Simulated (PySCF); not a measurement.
C₃H₁₂OSi₂, SMILES C([SiH2]C)O[SiH2]C.

Geometry: B3LYP-D3(BJ)/def2-SVP. Other conformers were not sampled.

These are TDA-CAM-B3LYP/def2-SVPD in PySCF values and carry that method's errors.

Vertical excitations. Gas-phase values at a fixed geometry.

Task: Estimate the UV-visible absorptions. (Estimate from the structure and the level; the computed values follow.)

Result: 
```
state  energy (eV)  λ (nm)      f                                                                main pairs
-----  -----------  ------  -----  ------------------------------------------------------------------------
S1            7.34     169  0.001       HOMO→LUMO 35 %, HOMO→LUMO+1 22 %, HOMO→LUMO+2 11 %, HOMO→LUMO+3 9 %
S2            7.52     165  0.013  HOMO−1→LUMO+1 27 %, HOMO−1→LUMO 26 %, HOMO−1→LUMO+2 13 %, HOMO→LUMO 13 %
S3            7.71     161  0.002                         HOMO→LUMO+1 40 %, HOMO→LUMO 36 %, HOMO−1→LUMO 6 %
S4            7.91     157  0.090                     HOMO−1→LUMO 42 %, HOMO−1→LUMO+1 30 %, HOMO→LUMO+2 7 %
S5            8.18     152  0.012     HOMO→LUMO+3 28 %, HOMO→LUMO+1 18 %, HOMO→LUMO+2 13 %, HOMO→LUMO+5 8 %
S6            8.33     149  0.033    HOMO→LUMO+4 26 %, HOMO→LUMO+2 19 %, HOMO−1→LUMO 8 %, HOMO−3→LUMO+1 7 %
T1            7.02     177      0    HOMO→LUMO+1 21 %, HOMO→LUMO 16 %, HOMO−1→LUMO+1 10 %, HOMO→LUMO+2 10 %
T2            7.15     173      0  HOMO−1→LUMO+1 22 %, HOMO−1→LUMO 14 %, HOMO→LUMO 12 %, HOMO−1→LUMO+2 11 %
```
Triplets are in the Tamm–Dancoff approximation.
